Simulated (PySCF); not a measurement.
Distorted geometries of [Pb(OH)3]+

[Pb(OH)3]+ (singlet). PySCF 2.14.0, RKS r2SCAN, Pb def2-SVP with ECP60, O def2-SVP, H def2-SVP; non-relativistic Hamiltonian with scalar-relativistic core potentials where named; density fitting; no spin-orbit coupling. Relaxed geometry:

```xyz
7

Pb    0.0000    0.0000    0.0644
O     2.0217   -0.3476    0.0660
H     2.5113    0.5018    0.0654
O    -0.7099    1.9246    0.0660
H    -1.6902    1.9239    0.0654
O    -1.3118   -1.5771    0.0660
H    -0.8211   -2.4257    0.0654
```

Order these distorted geometries by energy above the relaxed one, lowest first.
A.
```xyz
7

Pb    0.0033   -0.0288    0.0522
O     2.1336   -0.3597    0.1255
H     2.5138    0.4608    0.0009
O    -0.7428    1.9512    0.0087
H    -1.7240    1.9238    0.0700
O    -1.2981   -1.4981    0.0211
H    -0.8858   -2.4491    0.1804
```
B.
```xyz
7

Pb   -0.0161    0.0206    0.0703
O     2.0457   -0.2864    0.1073
H     2.5483    0.4629    0.0990
O    -0.7143    1.8949    0.0678
H    -1.7278    1.9213    0.0094
O    -1.3067   -1.5752    0.0494
H    -0.8292   -2.4381    0.0556
```
C.
```xyz
7

Pb   -0.0415    0.1109    0.2963
O     2.0406   -0.6048    0.0451
H     2.4735    0.6267    0.2441
O    -0.5096    2.0068    0.1856
H    -1.7835    1.8429   -0.1091
O    -1.2661   -1.4896   -0.1811
H    -0.9134   -2.4928   -0.0222
```

B (0.26 eV), A (0.44 eV), C (3.55 eV).

Which forces (eV/Å) act in the one that lies 0.26 eV up?


```
Pb   1.12 -1.05  0.01
O   -3.20 -4.28  0.04
H    2.44  4.21 -0.05
O   -1.90  1.09 -0.10
H    1.49 -0.05  0.10
O    0.11 -0.21  0.01
H   -0.06  0.30  0.00
```
Forces carry noise of the integration grid, about 0.01 to 0.03 eV/Å.

No frequency check is given that shows the relaxed geometry to be a minimum.
